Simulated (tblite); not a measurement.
C₂H₄BF₄P.
SMILES with atom numbers: `[F:1][B@@H-:2]([PH3+:3])[C:4]([F:5])=[C:6]([F:7])[F:8]` (hydrogens: H9 on B2; H10, H11, H12 on P3)
Bond orders are those of one Lewis drawing.

Computed with GFN2-xTB (tblite), gas phase: L-BFGS steps from a force-field or distance-geometry start until the largest atomic force falls under 0.01 eV/Å.

Step 7: E = -789.1101 eV
```
atom  x, y, z in Å  |  force x, y, z in eV/Å
F1     -0.2588   -1.9205   -0.9502    0.045   0.225   0.050
B2     -0.0578   -0.5825   -0.6477    0.444   0.068   0.034
P3     -1.8006    0.1392   -0.1709   -0.400   0.223   0.144
C4      0.9284   -0.2984    0.6359    0.126   0.023  -0.377
F5      0.6363   -0.7781    1.8844    0.171   0.196  -0.459
C6      2.0414    0.4040    0.4382   -0.173  -0.172   0.154
F7      2.3340    0.9456   -0.7447    0.067  -0.043   0.057
F8      3.0093    0.7242    1.2893   -0.053  -0.026   0.225
H9      0.2677    0.1022   -1.5854   -0.014  -0.367   0.099
H10    -2.6188    0.4017   -1.2439   -0.122  -0.082  -0.002
H11    -2.6725   -0.5238    0.6572   -0.100  -0.049   0.055
H12    -1.8073    1.3856    0.4118    0.008   0.002   0.020
```

Step 8: E = -789.1342 eV
```
atom  x, y, z in Å  |  force x, y, z in eV/Å
F1     -0.2721   -1.9209   -0.9524    0.097   0.148   0.067
B2     -0.0493   -0.5897   -0.6560    0.393   0.193   0.111
P3     -1.8119    0.1350   -0.1693   -0.193   0.198   0.137
C4      0.9487   -0.2967    0.6247   -0.189  -0.107  -0.374
F5      0.6369   -0.7707    1.8698    0.193   0.160  -0.392
C6      2.0585    0.4099    0.4441   -0.100  -0.110   0.065
F7      2.3523    0.9529   -0.7396    0.129  -0.046   0.135
F8      3.0158    0.7251    1.3109   -0.091  -0.007   0.112
H9      0.2702    0.0873   -1.5976   -0.024  -0.320   0.076
H10    -2.6372    0.4006   -1.2330   -0.127  -0.074  -0.069
H11    -2.6908   -0.5126    0.6603   -0.104  -0.109   0.088
H12    -1.8199    1.3792    0.4120    0.016   0.074   0.044
```

Step 9: E = -789.1599 eV
```
atom  x, y, z in Å  |  force x, y, z in eV/Å
F1     -0.2853   -1.9179   -0.9533    0.145   0.047   0.094
B2     -0.0330   -0.5948   -0.6638    0.184   0.211   0.138
P3     -1.8275    0.1330   -0.1652    0.022   0.107   0.092
C4      0.9686   -0.2968    0.6052   -0.327  -0.142  -0.273
F5      0.6415   -0.7593    1.8457    0.138   0.044  -0.195
C6      2.0766    0.4148    0.4516   -0.014  -0.030  -0.064
F7      2.3764    0.9602   -0.7301    0.207  -0.024   0.159
F8      3.0204    0.7257    1.3370   -0.163  -0.013   0.000
H9      0.2727    0.0643   -1.6105    0.003  -0.178  -0.031
H10    -2.6610    0.3979   -1.2220   -0.111  -0.060  -0.102
H11    -2.7140   -0.5019    0.6658   -0.085  -0.139   0.103
H12    -1.8343    1.3741    0.4135    0.001   0.175   0.080
```

**Question.** Estimate the geometry and energy of step 10. (The exact step hangs on the optimiser's Hessian estimate; all steps are aligned on step 9, rigid shifts and turns removed.)

**Answer.** E = -789.1740 eV, largest force 0.264 eV/Å
```
atom  x, y, z in Å  |  force x, y, z in eV/Å
F1     -0.2895   -1.9138   -0.9514    0.154  -0.018   0.114
B2     -0.0199   -0.5946   -0.6661   -0.034   0.125   0.066
P3     -1.8373    0.1341   -0.1611    0.080   0.049   0.055
C4      0.9760   -0.2982    0.5885   -0.208  -0.066  -0.111
F5      0.6469   -0.7519    1.8274    0.052  -0.063  -0.024
C6      2.0849    0.4159    0.4551    0.006   0.002  -0.138
F7      2.3943    0.9637   -0.7215    0.247   0.014   0.093
F8      3.0189    0.7254    1.3518   -0.203  -0.034  -0.024
H9      0.2742    0.0473   -1.6182    0.037  -0.045  -0.131
H10    -2.6765    0.3950   -1.2176   -0.068  -0.053  -0.067
H11    -2.7285   -0.4986    0.6708   -0.039  -0.115   0.079
H12    -1.8423    1.3752    0.4162   -0.024   0.203   0.087
```

The energy changes by -0.0141 eV. The first-order estimate −F·Δx gives -0.0204 eV and the mean of the old and new forces, exact on a quadratic surface, -0.0141 eV. The step makes an angle of 61° with the force vector and moves no atom by more than 0.020 Å.

The cost below is that of the whole relaxation. The run took 0.65 s of wall time on an Arm Neoverse V1 with one thread, no GPU (shared host).
